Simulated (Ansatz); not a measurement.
Basis-set extrapolation for C$_{3}$H$_{6}$F$_{2}$Si (`C[SiH2]/C(F)=C\F`) (PBE0-D4/def2-TZVP geometry, frozen core, Ansatz). Multiplicity 1, RHF reference.

```tsv
	def2-TZVPP	def2-QZVPP
HF	-605.019189	-605.042014
MP2 correlation	-1.107269	-1.196565
CCSD(T) correlation	-1.193551	not run
```

Energies in hartree. Use E(X) = E(∞) + A·exp(−7.88·√X) for Hartree–Fock and E(X) = E(∞) + B·X^(−2.97) for correlation, with X = 3 and 4, and add CCSD(T) minus MP2 of the smaller set to the MP2 limit.

What is the CCSD(T) energy at the basis-set limit?

HF limit: -605.042014 + (-0.022825) × 0.13774 = -605.04516. MP2 limit: -1.196565 + (-0.089296) × 0.74074 = -1.26271. Higher-order term: -1.193551 − (-1.107269) = -0.08628. Total: -606.39415 hartree, 113.8 kcal/mol below CCSD(T)/def2-TZVPP.
